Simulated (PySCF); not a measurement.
Calculated NMR data

- PBE0/pcSseg-1 with gauge-including orbitals
- geometry: GFN2-xTB
- program: PySCF
- single conformer, no solvent model, non-relativistic Hamiltonian, one averaged value for each set of equivalent atoms

Scale: 1H (σref 31.72) and 13C (σref 186.93) against TMS (reference shieldings calculated alike). Splittings of carbon signals by F and P are missing where no couplings were computed. Where no couplings were computed, multiplicities follow the n + 1 count of equivalent neighbours, and m marks all less simple cases (inequivalent or close neighbours, rings, F or P nearby). Shifts are as computed. Against solution values, carbons near 30 ppm lie about +3 ppm off and those near 130 ppm about +5 ppm; carbons on Cl a further +6 ppm. Of 1211 compounds with measured shifts, 218 miss one by over three times the rms of a fit or turn the order of signals round; such compounds aren't used in these exercises. Carbons bonded to Cl come out too deshielded.

Compound 1 (C7H5ClO). 1H NMR (400 MHz, computed): δ 8.65 (d, 2H), 7.96 (m, 1H), 7.82 (m, 2H). 13C{1H} NMR (computed): δ 176.8 (C), 141.9 (CH), 139.7 (CH), 136.1 (C), 134.2 (CH). Structure: benzoyl chloride (SMILES C1=CC=CC(C(=O)Cl)=C1).

Compound 2 (C5H4F4N2). 1H NMR (400 MHz, computed): δ 7.38 (m, 1H), 3.89 (s, 3H). 13C{1H} NMR (computed): δ 168.4 (C), 135.0 (CH), 130.9 (C), 106.3 (C), 40.4 (CH3). Structure: SMILES n1(C)cc(C(F)(F)F)c(F)n1.
